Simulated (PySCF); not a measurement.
# How the method changes the constants of BiH⁺

State: ²Π (doublet), unpaired electrons π ↑. Set-up: basis Bi cc-pVTZ-PP with ECP60, H cc-pVTZ; scalar-relativistic core potentials; PySCF 2.14. De refers to Bi⁺ + H in their high-spin ground configurations, without counterpoise correction. The functionals are run spin-unrestricted. A positive dipole points towards H; it is taken about the centre of mass and depends on that origin.

```
      Level  Re (Å)  ωe (cm⁻¹)  De (eV)  μ (D)  CPU s a point (SCF and correlation, without the integrals)
        UHF   1.774       1986      n/a   0.05                                                        0.17
    UHF-MP2   1.771       1959      n/a    n/a                                                        0.28
UHF-SCS-MP2   1.775       1946      n/a    n/a                                                         n/a
   UHF-CCSD   1.783       1894      n/a    n/a                                                         n/a
UHF-CCSD(T)   1.786       1876      n/a    n/a                                                         8.2
        PBE   1.810       1812      n/a  -0.02                                                        0.57
     revPBE   1.813       1805      n/a  -0.06                                                        0.39
       PW91   1.808       1816      n/a  -0.02                                                        0.41
     r²SCAN   1.794       1872      n/a   0.00                                                        0.92
       PBE0   1.791       1889      n/a   0.02                                                         1.2
    r²SCAN0   1.782       1922      n/a   0.04                                                           1
```

The bond length runs from 1.771 Å (UHF-MP2) to 1.813 Å (revPBE).

Correlated steps freeze 4 core orbitals. Spin–orbit coupling is left out, which matters for elements this heavy, above all for dissociation energies. The state is the lowest determinant that a PBE0 search found; another state may lie lower at other levels.

The whole job (state search and all levels along the bond) took about 2.5 min on 1 thread of Arm Neoverse V1 (shared host), peak memory 0.67 GiB.
